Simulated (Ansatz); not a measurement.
Total energies of Mg2O3H2 from Ansatz at r2SCAN-D4/def2-TZVP, gas phase (1 Eh = 27.2114 eV = 2625.5 kJ/mol). The reference geometry is relaxed at r2SCAN-D4/def2-SVP.

Cartesian coordinates in Å:
```
Mg -0.750 0.520 0.787
Mg 0.883 -0.780 -0.255
O 0.394 -0.769 1.576
O 0.725 1.234 -0.404
O -1.042 -0.616 -0.864
H 1.413 1.795 -0.026
H -1.623 -1.385 -0.814
```

```tsv
state	geometry	energy (Eh)
charge 0 singlet	reference	-627.10107
charge 1 doublet	reference	-626.84296
free Mg atom (singlet)	–	-200.03322
free O atom (triplet)	–	-75.05861
free H atom (doublet)	–	-0.49993
```

Task: Work out the vertical ionisation energy to the doublet.

Result: E(charge 1 doublet) − E(charge 0 singlet) = -626.84296 − (-627.10107) = 0.25811 Eh = 7.02 eV. For comparison, −ε of the highest occupied level is 4.01 eV at this level, 3.01 eV less.

Task: What is the binding energy per atom against free atoms?

Result: Atoms: 2 × (-200.03322) + 3 × (-75.05861) + 2 × (-0.49993) = -626.24213 Eh. Binding: -626.24213 − (-627.10107) = 0.85894 Eh = 23.37 eV, or 3.34 eV for each of 7 atoms (no zero-point energy, no counterpoise term).

The structure comes from a short search, and lower isomers may exist.
